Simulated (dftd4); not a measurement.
H4HfO4, charge +1, doublet, at the geometry of the source list (the multiplicity is a formal guess); D4 for tpssh in dftd4 4.2.0.

dftd4 was given this input:
```
$ dftd4 mol.xyz --func tpssh --charge 1 --json dftd4.json --noedisp

# file mol.xyz
9

Hf     0.03150000    -0.21370000    -0.03530000
O      1.54540000    -0.43880000    -1.10870000
H      2.14800000     0.31340000    -1.13200000
O      0.44270000     0.01220000     1.77320000
H      0.34870000     0.93750000     2.02920000
O     -0.61720000     1.44510000    -0.60730000
H     -1.08080000     1.38450000    -1.45360000
O     -1.31010000    -1.51260000    -0.15670000
H     -1.50840000    -1.92750000     0.69120000
```

**Question.** Write the output that dftd4 gives for this input, abridged.

**Answer.** 
```
                    ____  _____ _____     ____  _  _
      -------------|  _ \|  ___|_   _|---|  _ \| || |------------
     |             | | | | |_    | | ___ | | | | || |_           |
     |             | |_| |  _|   | ||___|| |_| |__   _|          |
     |             |____/|_|     |_|     |____/   |_|            |
     |             ===================================           |
     |            E. Caldeweyher, S. Ehlert & S. Grimme          |
     |          Mulliken Center for Theoretical Chemistry        |
     |                    University of Bonn                     |
      -----------------------------------------------------------

Rational (Becke-Johnson) damping: tpssh-D4-ATM
---------------------
  s6         1.0000
  s8         1.8590
  s9         1.0000
  a1         0.4429
  a2         4.6023
 alp        16.0000
--------------------

Dispersion energy:      -6.1471271389393E-03 Eh

[Info] JSON dump of results written to 'dftd4.json'
```
